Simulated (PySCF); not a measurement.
Species: CH8F2Si3.
Numbering: `[F:1][CH:2]([F:3])[SiH2:4][SiH2:5][SiH3:6]` (hydrogens: H7 on C2; H8, H9 on Si4; H10, H11 on Si5; H12, H13, H14 on Si6)

Torsions of this conformer, `[F:1][CH:2]([F:3])[SiH2:4][SiH2:5][SiH3:6]`: F1–C2–Si4–Si5 -65°, C2–Si4–Si5–Si6 39°.

The closed-shell ground state was solved at several levels (PySCF, density fitting, gas phase, non-relativistic). Isolated species at its PBE0-D3(BJ)/def2-SVP geometry (one conformer only).

```json
{"level": "PBE0/pcSseg-1", "basis functions": "163", "total energy (Eh)": "-1110.4048", "HOMO (eV)": "-8.16", "LUMO (eV)": "-0.37", "gap (eV)": "7.79", "dipole (D)": "1.64"}
{"level": "CAM-B3LYP/def2-SVPD", "basis functions": "202", "total energy (Eh)": "-1110.5668", "HOMO (eV)": "-9.34", "LUMO (eV)": "0.54", "gap (eV)": "9.88", "dipole (D)": "1.67"}
```

What might CAM-B3LYP/pcSseg-2 (349 basis functions) give for the same quantities?

Total energy -1111.1633 Eh, HOMO -9.34 eV, LUMO 0.47 eV, gap 9.81 eV, dipole 1.68 D.

Over all these levels, which gives the widest orbital gap and which the narrowest?

CAM-B3LYP/def2-SVPD (range-separated hybrid) has the widest, 9.88 eV, and PBE0/pcSseg-1 (global hybrid, 25 % exact exchange) the narrowest, 7.79 eV. Functional and basis both differ between the two, so the spread mixes both effects.

How far do the dipole and the HOMO energy spread over the levels?

The dipole runs from 1.64 to 1.68 D (mean 1.67 D) and the HOMO from -9.34 to -8.16 eV.
